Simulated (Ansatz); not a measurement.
A run for Ansatz (a program for electronic structure): U-CCSD(T)/aug-cc-pV(T+d)Z on HOSi (SMILES O=[SiH]), 2S+1 = 2, atoms moved off the minimum. Files ending in .json are basis or fitting sets from the Basis Set Exchange.

Ansatz 0.2 input:
```yaml
crystal:
  periodic: [false, false, false]
  atoms:
    - {symbol: O, position_ang: [0.88022588, -0.49810145, 0.01169757]}
    - {symbol: Si, position_ang: [-0.38693763, 0.34241245, -0.04497626]}
    - {symbol: H, position_ang: [-1.73739222, -0.42189640, -0.04002056]}
basis:
  gaussian:
    orbitals: aug-cc-pV_T+d_Z.json
magnetization: {spin_polarized: true, initial_magnetization: 1}
correlation: {method: ccsd_t, electrons: outside_noble_gas}
scf: {omitted_lower_state_checks: [cluster_reference]}
output: {forces: true}
```

Task: Predict the final total energy.

Result: -364.7459 hartree (reference determinant -364.3753, T1 diagnostic 0.030).

Task: How many basis functions does it have, and what does it roughly cost on one machine?

Result: 124 functions; around 90 core-seconds (rough).
